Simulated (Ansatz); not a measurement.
Reaction (substitution at a C–C bond): `OCCC[SiH3]` + `C[SiH2]O` → `C[SiH2]OCO` + `CC[SiH3]`

Program: Ansatz. Geometries: PBE0-D4/def2-TZVP. ΔE: electronic, gas phase. CBS: MP2 limit from def2 TZ/QZ plus the TZ coupled-cluster correction, frozen cores. This one scheme is used for every species. DFT in def2-TZVPP. Each species was taken in one conformer, which may not be the lowest.

CCSD(T)/CBS gives +0.18 eV.

(1) Another level gave +0.14 eV. Which?
A. MP2/def2-TZVPP
B. HF/def2-TZVPP
C. B2PLYP/def2-TZVPP
D. CCSD(T)/def2-TZVPP

Largest T1 diagnostic among the species: 0.011.

Results:

(1) D. CCSD(T)/def2-TZVPP 0.14, B2PLYP 0.09, HF/def2-TZVPP 0.01, MP2/def2-TZVPP 0.19 eV.

In def2-TZVPP, CCSD(T) changes the Hartree–Fock value by +0.13 eV (the triples alone add +0.00 eV) and MP2 by +0.18 eV. The D4 term adds +0.03 eV with B3LYP and +0.02 eV with PBE0; it sums over pairs of atoms, weighted by their polarisabilities, and B3LYP, whose exchange is more repulsive, gets the larger term.

B3LYP here is the variant with VWN-RPA as its local correlation; programs differ in this.
